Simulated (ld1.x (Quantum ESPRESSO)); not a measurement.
**iron (Fe), ultrasoft: configuration errors across variants**

Fe (Z = 26), ultrasoft, made with ld1.x (Quantum ESPRESSO) 7.5 (PBE, scalar-relativistic). Core [Ne], reference 3s2 3p6 3d6 4s1 4p0 (charge +1). Waves: 3s (bound): rcut 1.10, rcutus 1.20 bohr; 4s (bound): rcut 1.10, rcutus 1.20 bohr; 3p (bound): rcut 1.15, rcutus 1.30 bohr; 4p (bound, empty): rcut 1.15, rcutus 1.30 bohr; 3d (bound): rcut 0.75, rcutus 0.90 bohr; 3d channel at 0.05 Ry: rcut 0.75, rcutus 0.90 bohr. Local part: all-electron potential smoothed inside 0.95 bohr (lloc = -1). Core correction: Bessel-smoothed model core, default radius (core density twice the valence density). Augmentation charge: built from norm-conserving waves at rcut, not smoothed further.

All-electron excitation energies from the reference (eV): (1) 3s2 3p6 3d6 4s2 4p0 -8.729; (2) 3s2 3p6 3d6 4s0 4p0 16.203; (3) 3s2 3p6 3d5 4s0 4p0 50.426; (4) 3s2 3p6 3d6 4s1.5 4p0 -5.245; (5) 3s2 3p6 3d6.5 4s1.5 4p0 -9.456; (6) 3s2 3p6 3d7 4s1 4p0 -9.520; (7) 3s2 3p6 3d6 4s0 4p2 -0.274.

The overlap operator is not positive definite (basis up to 400 Ry) in “base”, “waves 3s (bound): rcut 0.76, rcutus 0.80 bohr; 4s (bound): rcut 0.76, rcutus 0.80 bohr”, “waves 3s (bound): rcut 0.82, rcutus 0.86 bohr; 4s (bound): rcut 0.82, rcutus 0.86 bohr”, “waves 3s (bound): rcut 0.94, rcutus 1.00 bohr; 4s (bound): rcut 0.94, rcutus 1.00 bohr”, “waves 3s (bound): rcut 1.10, rcutus 1.26 bohr; 4s (bound): rcut 1.10, rcutus 1.26 bohr”, “waves 3s (bound): rcut 1.10, rcutus 1.32 bohr; 4s (bound): rcut 1.10, rcutus 1.32 bohr”, “waves 3s (bound): rcut 1.10, rcutus 1.46 bohr; 4s (bound): rcut 1.10, rcutus 1.46 bohr”, “waves 3s (bound): rcut 1.10, rcutus 1.58 bohr; 4s (bound): rcut 1.10, rcutus 1.58 bohr”. Such files are unfit for use, however small their errors in these radial tests.

Tests that are not counted but printed errors over 1 eV. “waves 3s (bound): rcut 0.76, rcutus 0.80 bohr; 4s (bound): rcut 0.76, rcutus 0.80 bohr”: 3s2 3p6 3d6 4s0 4p2 (pseudo-atom not self-consistent, printed error -48.5 eV).

2 further variants failed, have other tests or too few solved ones, and are left out.

The file “base” misses its own reference levels by 1.5 eV. The file “waves 3s (bound): rcut 0.94, rcutus 1.00 bohr; 4s (bound): rcut 0.94, rcutus 1.00 bohr” misses its own reference levels by 1.1 eV. The file “waves 3s (bound): rcut 1.10, rcutus 1.26 bohr; 4s (bound): rcut 1.10, rcutus 1.26 bohr” misses its own reference levels by 1.6 eV. The file “waves 3s (bound): rcut 1.10, rcutus 1.32 bohr; 4s (bound): rcut 1.10, rcutus 1.32 bohr” misses its own reference levels by 1.6 eV. The file “waves 3s (bound): rcut 1.10, rcutus 1.46 bohr; 4s (bound): rcut 1.10, rcutus 1.46 bohr” misses its own reference levels by 1.3 eV. The file “waves 3s (bound): rcut 1.10, rcutus 1.58 bohr; 4s (bound): rcut 1.10, rcutus 1.58 bohr” misses its own reference levels by 1.4 eV.

Errors AE − PS in meV (a dash: test not solved or not reliable):

| change | (1) | (2) | (3) | (4) | (5) | (6) | (7) | bound ghosts |
| --- | --- | --- | --- | --- | --- | --- | --- | --- |
| base | -1101 | +2019 | +2073 | -654 | -53 | +786 | +799 | not determined (overlap not positive) |
| waves 3s (bound): rcut 0.76, rcutus 0.80 bohr; 4s (bound): rcut 0.76, rcutus 0.80 bohr | +0.5 | -1.3 | -10.0 | +0.4 | -0.1 | -1.5 | – | not determined (overlap not positive) |
| waves 3s (bound): rcut 0.82, rcutus 0.86 bohr; 4s (bound): rcut 0.82, rcutus 0.86 bohr | +0.5 | -1.3 | -10 | +0.4 | -0.3 | -1.6 | – | not determined (overlap not positive) |
| waves 3s (bound): rcut 0.94, rcutus 1.00 bohr; 4s (bound): rcut 0.94, rcutus 1.00 bohr | -768 | +1396 | +1366 | -455 | -33 | +555 | +175 | not determined (overlap not positive) |
| waves 3s (bound): rcut 1.10, rcutus 1.26 bohr; 4s (bound): rcut 1.10, rcutus 1.26 bohr | -1135 | +2032 | +2029 | -671 | -86 | +765 | +816 | not determined (overlap not positive) |
| waves 3s (bound): rcut 1.10, rcutus 1.32 bohr; 4s (bound): rcut 1.10, rcutus 1.32 bohr | -1210 | +2066 | +2053 | -705 | -142 | +739 | +850 | not determined (overlap not positive) |
| waves 3s (bound): rcut 1.10, rcutus 1.46 bohr; 4s (bound): rcut 1.10, rcutus 1.46 bohr | -962 | +1784 | +1753 | -573 | -18 | +722 | +570 | not determined (overlap not positive) |
| waves 3s (bound): rcut 1.10, rcutus 1.58 bohr; 4s (bound): rcut 1.10, rcutus 1.58 bohr | -995 | +1792 | +1754 | -589 | -68 | +681 | +578 | not determined (overlap not positive) |

**Question.** Give the same row for: waves 3s (bound): rcut 1.04, rcutus 1.10 bohr; 4s (bound): rcut 1.04, rcutus 1.10 bohr.

**Answer.** –, –, –, –, –, –, –; bound ghosts: not determined (overlap not positive). Its overlap operator is not positive definite in a basis up to 400 Ry (lowest eigenvalue p -0.13), so the file is unfit for use: the generalised eigenproblem breaks down once the basis is large enough, and its test numbers describe a broken file.
